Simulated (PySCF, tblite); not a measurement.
Species: C6H10P (charge +1).
Atom-mapped SMILES: `[CH:1]#[C:2][P@@H+:3]([CH3:4])[CH2:5][CH:6]=[CH2:7]` (hydrogens: H8 on C1; H9 on P3; H10, H11, H12 on C4; H13, H14 on C5; H15 on C6; H16, H17 on C7)

Structure used (GFN2-xTB), in Å, numbered top down from 1:
```xyz
17
C6H10P angstrom
C      3.560    0.542   -0.313
C      2.405    0.234   -0.452
P      0.722   -0.179   -0.623
C      0.394   -1.810    0.070
C     -0.334    1.096    0.133
C     -1.778    0.783   -0.153
C     -2.656    0.464    0.779
H      4.576    0.803   -0.202
H      0.471   -0.216   -1.979
H      1.007   -2.562   -0.429
H     -0.662   -2.051   -0.065
H      0.630   -1.808    1.136
H     -0.135    1.112    1.210
H     -0.052    2.067   -0.290
H     -2.074    0.862   -1.191
H     -2.391    0.396    1.821
H     -3.688    0.280    0.538
```

Structure optimised with GFN2-xTB, isolated species.

Take the most abundant isotopes and a rigid rotor. The values belong to one conformer with, in the numbering `[CH:1]#[C:2][P@@H+:3]([CH3:4])[CH2:5][CH:6]=[CH2:7]`, C2–P3–C5–C6 174°, P3–C5–C6–C7 115°.

What are A, B and C (GHz)?

Ia = 110.18, Ib = 431.52, Ic = 496.49 u·Å²; 505379 MHz·u·Å²/I gives 4587, 1171 and 1018 MHz, that is A = 4.5868, B = 1.1711, C = 1.0179 GHz.

Classify the top.

A near-prolate asymmetric top: κ = (2 × 1171 − 4587 − 1018)/(4587 − 1018) = -0.91.

What does the inertial defect say?

Not planar: Δ = Ic − Ia − Ib = -45.22 u·Å². For a rigid frame Δ = −2 Σ m c², so Σ m c² = 22.61 u·Å² lies off the ab plane: 11.38 from hydrogen and 11.23 from heavier atoms. The atom farthest from that plane is 1.77 Å away.

Give the other two planar moments, Paa and Pbb, and the rms extents of the mass along the axes.

Paa = Σ m a² = (Ib + Ic − Ia)/2 = 408.91 and Pbb = Σ m b² = (Ia + Ic − Ib)/2 = 87.57 u·Å². With the mass M = 113.05 u, the rms extents √(P/M) along a, b and c are 1.90, 0.88, 0.45 Å.

Its GFN2-xTB frequencies are all real (lowest 48 cm⁻¹). Zero-point vibration and centrifugal distortion are left out.

These are computed values.
